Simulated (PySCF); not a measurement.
PySCF 2.14 output of an unrestricted r2SCAN calculation on a single atom or ion in def2-TZVPPD with the def2 core potential (60 electrons) (6s5p3d2f1g, 59 functions), with scalar relativity through the core potential:

```
SCF conv_tol = 1e-09
number electrons alpha = 9  beta = 5
    J. W. Furness, A. D. Kaplan, J. Ning, J. P. Perdew, and J. Sun.,  J. Phys. Chem. Lett. 11, 8208-8215 (2020)
    J. W. Furness, A. D. Kaplan, J. Ning, J. P. Perdew, and J. Sun.,  J. Phys. Chem. Lett. 11, 9248-9248 (2020)
    J. W. Furness, A. D. Kaplan, J. Ning, J. P. Perdew, and J. Sun.,  J. Phys. Chem. Lett. 11, 8208-8215 (2020)
    J. W. Furness, A. D. Kaplan, J. Ning, J. P. Perdew, and J. Sun.,  J. Phys. Chem. Lett. 11, 9248-9248 (2020)
cycle= 1 E= -89.6602617956414  delta_E= -0.0073  |g|= 0.0213  |ddm|= 0.284
cycle= 2 E= -89.6604148264536  delta_E= -0.000153  |g|= 0.00396  |ddm|= 0.025
cycle= 3 E= -89.6604225190604  delta_E= -7.69e-06  |g|= 0.001  |ddm|= 0.0085
cycle= 4 E= -89.6604231210433  delta_E= -6.02e-07  |g|= 0.000383  |ddm|= 0.0025
cycle= 5 E= -89.6604231862187  delta_E= -6.52e-08  |g|= 1.41e-05  |ddm|= 0.000613
cycle= 6 E= -89.6604231863983  delta_E= -1.8e-10  |g|= 1.11e-06  |ddm|= 4.73e-05
converged SCF energy = -89.6604231863983  <S^2> = 6.0023516  2S+1 = 5.0009406
```

The run itself started from symmetry-adapted Hartree-Fock orbitals and held the occupation by maximum overlap, on a logarithmic radial grid, so the iterations belong to that start.

Q: Which element, charge and spin multiplicity is this?

A: Os²⁺ (osmium, charge +2), multiplicity 5; the state was [Xe] 4f14 5d6, high-spin 5D determinant.

Energies and moments cover only the electrons outside the core potential. Spin-orbit coupling, absent here, splits the open shell strongly.
